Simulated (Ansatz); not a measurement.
Correlation energies of `[AlH2][SiH2]CS[SiH3]` by basis set

Z-matrix (Å, degrees):
```
Al
S 1 2.517
Si 1 2.461 2 71.6
H 1 1.590 2 108.5 3 120.9
H 1 1.600 2 100.7 3 -112.7
Si 2 2.158 1 103.8 3 124.9
C 2 1.835 1 88.2 3 22.3
H 3 1.494 1 117.2 2 85.9
H 3 1.493 1 126.8 2 -132.7
H 6 1.481 2 108.3 1 -48.5
H 6 1.484 2 108.9 1 -168.6
H 6 1.481 2 105.7 1 72.1
H 7 1.092 2 108.9 1 87.3
H 7 1.090 2 109.1 1 -153.6
```

Total charge 0; spin multiplicity 1. Geometry: relaxed with PBE0-D4/def2-TZVP. It is one conformer, not always the lowest. Frozen core, restricted reference, the Gaussian-basis code of Ansatz. CBS rows extrapolate triple and quadruple zeta; past MP2 they add the triple-zeta difference.

```tsv
basis	HF (Eh)	MP2 corr.	CCSD corr.	(T)	CCSD(T) total
def2-TZVPP	?	?	-0.77341	-0.03257	?
def2-QZVPP	-1260.52089	-0.74606	–	–	–
CBS(def2)	?	-0.78444	?	as TZ	?
```

Q: Fill in the withheld values. (Best estimate.)

A: The calculation gave: def2-TZVPP HF (Eh): -1260.48293; def2-TZVPP MP2 corr.: -0.69424; def2-TZVPP CCSD(T) total: -1261.28891; CBS(def2) HF (Eh): -1260.52612; CBS(def2) CCSD corr.: -0.86360; CBS(def2) CCSD(T) total: -1261.42229.
